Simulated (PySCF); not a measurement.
## Electron correlation in N³⁺ (nitrogen, charge +3)

[He] 2s2, closed-shell 1S. Calculation: PySCF 2.14, in aug-cc-pVTZ (5s4p3d2f, 46 functions); the non-relativistic Hamiltonian (point nucleus). Frozen: 1s2; 2 electrons correlated.

With two correlated electrons CCSD is exact within the correlated space (frozen core and kept virtual orbitals).

| level | correlation energy (mhartree) |
| --- | --- |
| CCSD | -85.33 |

Diagnostics: T1 = 0.0065, D1 = 0.0092, largest double amplitude 0.154.

A double-excitation amplitude exceeds 0.15, a sign of near-degeneracy.

Cost of the coupled-cluster step: roughly 0.6 core-seconds, for 2 correlated electrons.

Iterations:

```
CC2 = 0
CCSD nocc = 1, nmo = 45
frozen orbitals [0]
max_cycle = 100
direct = 0
conv_tol = 1e-08
conv_tol_normt = 1e-06
diis_space = 8
diis_start_cycle = 0
Init t2, MP2 energy = -51.1304637430153  E_corr(MP2) -0.0497693293384571
Init E_corr(CCSD) = -0.0497693293384808
cycle = 1  E_corr(CCSD) = -0.0674757667171556  dE = -0.0177064374  norm(t1,t2) = 0.0640307
cycle = 2  E_corr(CCSD) = -0.0761944326287478  dE = -0.00871866591  norm(t1,t2) = 0.0332727
cycle = 3  E_corr(CCSD) = -0.0854600046098849  dE = -0.00926557198  norm(t1,t2) = 0.0172604
cycle = 4  E_corr(CCSD) = -0.0852905837215403  dE = 0.000169420888  norm(t1,t2) = 0.000238939
cycle = 5  E_corr(CCSD) = -0.0853443232376721  dE = -5.37395161e-05  norm(t1,t2) = 7.70657e-05
cycle = 6  E_corr(CCSD) = -0.0853323219955003  dE = 1.20012422e-05  norm(t1,t2) = 2.53664e-05
cycle = 7  E_corr(CCSD) = -0.0853304489064984  dE = 1.873089e-06  norm(t1,t2) = 3.36032e-06
cycle = 8  E_corr(CCSD) = -0.0853304745914723  dE = -2.56849739e-08  norm(t1,t2) = 1.0815e-07
cycle = 9  E_corr(CCSD) = -0.0853304837676355  dE = -9.17616323e-09  norm(t1,t2) = 5.88024e-08
CCSD converged
E(CCSD) = -51.16602489744447  E_corr = -0.08533048376763552
```
